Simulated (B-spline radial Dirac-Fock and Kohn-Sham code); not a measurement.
**Auger parameter of germanium: the L3 level and its strongest L3-MM line**

The computed values come from an atomic code on a B-spline grid: Dirac-Fock (average of configuration) total-energy differences with a finite nucleus, the Breit interaction including its frequency dependence, and self-energy and vacuum-polarisation corrections. The modified Auger parameter α′ is the binding energy plus the kinetic energy of the Auger electron; it does not depend on the energy zero. For free ions it tends to fall with charge, since less charge screens the final holes.

```tsv
species	configuration	binding 2p3/2 (eV)	Auger line	kinetic (eV)	α′ (eV)
Ge	[Ar] 3d10 4s2 4p2	1226.3	M3M3 J=2	940.3	2166.6
Ge⁺	[Ar] 3d10 4s2 4p1	1236.6	M3M3 J=2	928.2	2164.9
Ge⁺	[Ar] 3d10 4s1 4p2	1238.3	M3M3 J=2	926.7	2165.0
Ge⁺ (Watson 2 Å)	[Ar] 3d10 4s2 4p1	1229.6	M3M3 J=2	935.4	2165.0
Ge²⁺	[Ar] 3d10 4s2	1248.6	M3M3 J=2	915.0	2163.7
Ge²⁺ (Watson 2.4 Å)	[Ar] 3d10 4s2	1236.6	M3M3 J=2	927.0	2163.7
Ge²⁺ (Watson 2.7 Å)	[Ar] 3d10 4s2	1238.0	M3M3 J=2	925.7	2163.7
Ge³⁺	[Ar] 3d10 4s1	1263.5	M3M3 J=2	899.4	2162.9
Ge³⁺ (Watson 2.4 Å)	[Ar] 3d10 4s1	1245.5	M3M3 J=2	917.4	2162.9
Ge³⁺ (Watson 3 Å)	[Ar] 3d10 4s1	1249.1	M3M3 J=2	913.8	2162.9
Ge⁴⁺	[Ar] 3d10	1279.5	M3M3 J=2	883.0	2162.5
Ge⁵⁺	[Ar] 3d9	1311.6	M3M3 J=2	859.1	2170.7
Ge⁶⁺	[Ar] 3d8	1346.5	M3M3 J=2	834.6	2181.1
Ge⁷⁺	[Ar] 3d7	1384.0	M3M3 J=2	809.6	2193.6
```
